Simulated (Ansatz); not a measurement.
Reaction (formal exchange of groups at the Si–Cl bond): `[SiH3]N[SiH2]Cl` + CH₄ → `C[SiH2]N[SiH3]` + HCl

Isolated molecules relaxed with PBE0-D4/def2-TZVP in Ansatz; ΔE leaves out vibrations. CBS: MP2 limit from def2 TZ/QZ plus the TZ coupled-cluster correction, frozen cores. This one scheme is used for every species. Functionals use def2-TZVPP. B3LYP here is the variant with VWN-RPA as its local correlation; programs differ in this. Each species was taken in one conformer, which may not be the lowest.

`[SiH3]N[SiH2]Cl`:

Cartesian coordinates in Å:
```
Si -0.227 1.040 -1.161
N -0.602 -0.276 -0.096
Si 0.305 -0.818 1.246
Cl 1.824 -2.119 0.732
H 0.856 1.818 -0.510
H 0.231 0.573 -2.497
H -1.422 1.900 -1.365
H -1.338 -0.898 -0.401
H 0.952 0.347 1.885
H -0.578 -1.566 2.167
```

CH₄:

Cartesian coordinates in Å:
```
C 0.000 0.000 0.000
H -0.994 0.446 -0.029
H 0.611 0.422 -0.798
H -0.082 -1.078 -0.136
H 0.464 0.210 0.963
```

`C[SiH2]N[SiH3]`:

```xyz
13

C     0.572    0.607   -2.025
Si    0.976   -0.092   -0.344
N    -0.157    0.388    0.871
Si   -1.252   -0.600    1.765
H     1.313    0.289   -2.763
H    -0.413    0.272   -2.360
H     0.569    1.701   -2.005
H     2.350    0.351    0.031
H     0.943   -1.578   -0.379
H    -0.130    1.361    1.141
H    -1.482   -1.847    0.993
H    -2.541    0.119    1.958
H    -0.748   -0.973    3.117
```

HCl:

```xyz
2

Cl    0.242   -0.046    0.590
H    -0.242    0.046   -0.590
```

(1) Is it downhill or uphill in electronic energy at CCSD(T)/CBS, and by how much? (An estimate is asked.)

(2) What do these levels give: B3LYP-D4, PBE-QIDH, r2SCAN, r2SCANh, r2SCAN0, CAM-B3LYP, LC-ωPBE, MP2/def2-SVP, SCS-MP2/def2-TZVPP, CCSD(T)/def2-TZVPP, MP2/def2-QZVPP, CCSD/CBS(def2)? (Best estimate.)

Largest T1 diagnostic among the species: 0.010.

Results:

(1) The calculation gave: Uphill: ΔE = +1.18 eV.

(2) The calculation gave: B3LYP-D4 1.21, PBE-QIDH 1.20, r2SCAN 1.22, r2SCANh 1.22, r2SCAN0 1.22, CAM-B3LYP 1.19, LC-ωPBE 1.15, MP2/def2-SVP 1.19, SCS-MP2/def2-TZVPP 1.20, CCSD(T)/def2-TZVPP 1.15, MP2/def2-QZVPP 1.22, CCSD/CBS(def2) 1.19 eV.

Leaving LDA and LC-ωPBE aside and taking each functional with its dispersion term where it has one, the values, not all of them listed here, spread over 0.08 eV, from revPBE-D4 to BHLYP-D4. LDA lies −0.06 eV from PBE without D4. In def2-TZVPP, CCSD(T) changes the Hartree–Fock value by −0.12 eV (the triples alone add −0.00 eV) and MP2 by −0.07 eV.
